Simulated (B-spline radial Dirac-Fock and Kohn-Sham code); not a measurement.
## Core and valence levels of La³⁰⁺

System: lanthanum as La³⁰⁺ in the configuration [Ar] 3d9; nuclear rms radius 4.855 fm (A = 139).

The computed values come from a radial finite-basis atomic code: Dirac-Fock energy differences between relaxed states, corrected for Breit and QED terms. Correlation and solid-state effects are left out. Energies are counted from the vacuum level.

All terms are in eV, carry their sign (relaxation lowers the binding energy) and add up to the binding energy; ⟨r⟩ is the mean radius of the orbital in the initial state.

| subshell | −ε (Koopmans) | relaxation | Breit | self-energy | vacuum polarisation | binding energy | ⟨r⟩ (bohr) |
| --- | --- | --- | --- | --- | --- | --- | --- |
| K (1s) | 40289.5 | -46.34 | -97.35 | -58.61 | 8.62 | 40095.8 | 0.025 |
| L1 (2s) | 7439.4 | -17.22 | -9.95 | -7.59 | 1.03 | 7405.7 | 0.107 |
| L2 (2p1/2) | 7069.8 | -20.43 | -16.45 | 0.36 | -0.01 | 7033.3 | 0.090 |
| L3 (2p3/2) | 6652.7 | -19.05 | -10.77 | -0.33 | -0.05 | 6622.5 | 0.096 |
| M1 (3s) | 2412.0 | -2.53 | -1.91 | -1.71 | 0.22 | 2406.1 | 0.277 |
| M2 (3p1/2) | 2256.7 | -2.95 | -3.15 | 0.04 | 0.00 | 2250.7 | 0.267 |
| M3 (3p3/2) | 2168.8 | -2.64 | -1.97 | -0.09 | -0.01 | 2164.1 | 0.277 |
| M4,5 (3d) | 1900.5 | -3.64 | -1.07 | 0.08 | -0.01 | 1895.9 | 0.250 |

For the deepest level, K (1s), the Breit terms make up -0.243 % of the binding energy, QED -0.125 % and orbital relaxation -0.116 %.

Spin-orbit splittings: 2p 410.8 eV, 3p 86.61 eV.

Going to the tabulated ground configuration of the next ion removes an electron from M4,5 (3d), computed at 1895.9 eV. NIST lists 1884 ± 4 eV as the ionisation energy of this species (theoretical), -11.87 eV from the computed value. Where a p, d or f shell is open in either ion the computed value averages over both j values and all terms, while the table refers to the lowest levels; that difference holds spin-orbit splitting (largest in heavy or highly charged ions), term energies where several electrons share open shells, and correlation, and it can reach 10 % or more.
